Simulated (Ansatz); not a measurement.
Stepwise reaction of `N[Si](Cl)(Cl)Cl` with hydrogen fluoride, as a gas-phase model of exchange steps in deposition or etching. ΔE in kJ/mol.

Calculated with Ansatz (gas phase, PBE0-D4/def2-TZVP geometries, no zero-point term in ΔE). CCSD(T)/CBS is the MP2 limit (def2-TZVPP, def2-QZVPP) plus CCSD(T) − MP2 in def2-TZVPP, frozen cores. This one scheme is used for every species. Functionals use def2-TZVPP. B3LYP here is the variant with VWN-RPA as its local correlation; programs differ in this. Each species was taken in one conformer, which may not be the lowest.

| step | reaction | PBE-D4 | B3LYP-D4 | ωB97M-V | CCSD(T)/CBS |
| --- | --- | --- | --- | --- | --- |
| 1 | `N[Si](Cl)(Cl)Cl` + H–F → `N[Si](F)(Cl)Cl` + HCl | -43.2 | -53.6 | -53.2 | -49.8 |
| 2 | `N[Si](F)(Cl)Cl` + H–F → `N[Si](F)(F)Cl` + HCl | -42.9 | -52.5 | -51.0 | -49.8 |
| 3 | `N[Si](F)(F)Cl` + H–F → `N[Si](F)(F)F` + HCl | -44.7 | -55.6 | -54.4 | -54.2 |

By hand: ΔE of the 3 steps together at CCSD(T)/CBS.

(-49.8) + (-49.8) + (-54.2) = -153.8 kJ/mol, or -51.3 kJ/mol a step.

In ΔE the steps differ by no more than 4.4 kJ/mol. All are downhill at CCSD(T)/CBS. PBE-D4 differs from CCSD(T)/CBS by 6.6 to 9.5 kJ/mol a step. Isolated molecules leave out the surface, adducts and barriers. Largest T1 diagnostic: 0.011.
